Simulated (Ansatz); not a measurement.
Worked example: GeH2(GeH3)(OH) → GeH2(OH) + GeH3

Species: GeH2(GeH3)(OH), singlet; GeH2(OH), doublet; GeH3 `[GeH3]`, doublet. 

Shapes, held fixed at every level: PBE0-D4/def2-TZVP. Flexible molecules stand in one conformer, not always the lowest. Programs: Ansatz 0.2.0. The zero-point and thermal change to 298 K, harmonic and unscaled (PBE0-D4/def2-TZVP), is -10.6 kJ/mol.

At CCSD(T)/def2-TZVPP; 1 Eh = 2625.50 kJ/mol:

| species | energy (Eh) |
| --- | --- |
| GeH2(GeH3)(OH) | -4229.966474 |
| GeH2(OH) | -2152.508640 |
| GeH3 | -2077.343756 |

Work out ΔH(298 K) of the reaction at this level.


1. Products less reactants: (-2152.508640) + (-2077.343756) − [(-4229.966474)] = 0.114078 Eh = +299.5 kJ/mol.
2. With the thermal change: +299.5 + (-10.6) = +288.9 kJ/mol.

Other levels give +204.3 (HF/def2-SVP) to +316.4 kJ/mol (SPW92/def2-TZVPP). No measured value is set beside it here. Open shells run unrestricted unless RO is named. Relativity is left out for Ge unless named. Correlated rows may include outer-core shells of Ge, which these sets cover unevenly.
